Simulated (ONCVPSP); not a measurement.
**Tm (Z = 69), ONCV: configuration errors across variants**

```json
{
 "Element": "Tm",
 "Generator": "ONCVPSP 4.0.1",
 "Type": "optimised norm-conserving Vanderbilt (ONCV)",
 "Functional": "PBE",
 "Relativity": "scalar-relativistic",
 "Frozen core": "[Kr] 4d10 4f12",
 "Valence charge": "11",
 "Reference configuration": "5s2 5p6 5d1 6s1.5 (charge +0.5)",
 "Partial waves": "5s+6s: rc 1.95 bohr, ncon 4, nbas 7, qcut 7.3 1/bohr, 2 projectors; 5p: rc 2.35 bohr, ncon 4, nbas 8, qcut 4.9 1/bohr, 2 projectors, debl 3.9 Ha; 5d: rc 2.25 bohr, ncon 4, nbas 7, qcut 4.6 1/bohr, 1 projector",
 "Local potential": "polynomial inside 1.25 bohr (lpopt 5, dvloc0 6 Ha)",
 "Core correction": "none"
}
```

All-electron excitation energies from the reference (eV): (1) 5s2 5p6 5d1 6s2 -2.893; (2) 5s2 5p6 5d1 6s1 4.256; (3) 5s2 5p6 5d1 6s0 17.190; (4) 5s2 5p6 5d1 6s0 6p2 3.787.

A true bound ghost makes a file unfit for plane-wave use even where its test errors are small: the radial tests pick states by their node count and pass the ghost by.

Errors AE − PS in meV (a dash: test not solved or not reliable):

```json
{"change": "base", "(1)": "+1.6", "(2)": "+0.5", "(3)": "+22", "(4)": "+19", "bound ghosts": "none", "GHOST(+) flags above zero": "s"}
{"change": "p: rc 1.58", "(1)": "+1.6", "(2)": "+0.5", "(3)": "+22", "(4)": "+8.7", "bound ghosts": "none", "GHOST(+) flags above zero": "s"}
{"change": "p: rc 2.04", "(1)": "+1.6", "(2)": "+0.5", "(3)": "+22", "(4)": "+13", "bound ghosts": "none", "GHOST(+) flags above zero": "s"}
{"change": "p: rc 2.3", "(1)": "+1.6", "(2)": "+0.5", "(3)": "+22", "(4)": "+18", "bound ghosts": "none", "GHOST(+) flags above zero": "s"}
{"change": "p: rc 2.52", "(1)": "+1.6", "(2)": "+0.5", "(3)": "+22", "(4)": "+21", "bound ghosts": "none", "GHOST(+) flags above zero": "s"}
{"change": "p: rc 2.76", "(1)": "+1.5", "(2)": "+0.4", "(3)": "+20", "(4)": "+7.5", "bound ghosts": "none", "GHOST(+) flags above zero": "s"}
{"change": "p: rc 3", "(1)": "+1.5", "(2)": "+0.3", "(3)": "+17", "(4)": "+4.6", "bound ghosts": "p", "GHOST(+) flags above zero": "s"}
{"change": "p: rc 3.14", "(1)": "+1.4", "(2)": "+0.1", "(3)": "+13", "(4)": "+6.3", "bound ghosts": "none", "GHOST(+) flags above zero": "s"}
{"change": "p: rc 3.36", "(1)": "+1.2", "(2)": "-0.3", "(3)": "+5.8", "(4)": "+5.1", "bound ghosts": "none", "GHOST(+) flags above zero": "s"}
```

Problem. Give the same row for: p: rc 1.88.

Solution. +1.6, +0.5, +22, +10; bound ghosts: none; GHOST(+) flags above zero: s.
